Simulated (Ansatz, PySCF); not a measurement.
Here is a job for PySCF.
```python
from pyscf import gto, scf, dft

mol = gto.M(
    atom='''
O    -0.503009    0.320948    0.021006
O     0.653915   -0.275198   -0.023698
H    -1.207253   -0.365999    0.021534
''',
    basis='cc-pvdz',
    charge=0,
    spin=1,
    verbose=4,
)

mf = dft.UKS(mol)
mf.xc = 'wb97m_v'
mf.grids.atom_grid = (99, 590)
mf.grids.prune = None
mf.kernel()
```

Q: Convert this to an input for Ansatz (an electronic-structure program).

A: Several could match; the one computed here: 
Ansatz 0.2 input:
```yaml
crystal:
  periodic: [false, false, false]
  atoms:
    - {symbol: O, position_ang: [-0.50300875, 0.32094818, 0.02100596]}
    - {symbol: O, position_ang: [0.65391542, -0.27519835, -0.02369777]}
    - {symbol: H, position_ang: [-1.20725328, -0.36599861, 0.02153448]}
basis:
  gaussian:
    orbitals: cc-pVDZ
hamiltonian:
  xc: {name: wB97M-V}
magnetization: {spin_polarized: true, initial_magnetization: 1}
accuracy: high
```

Both were run: PySCF gave -150.869247 Eh and Ansatz -150.869247 Eh, 0.000 mEh apart.
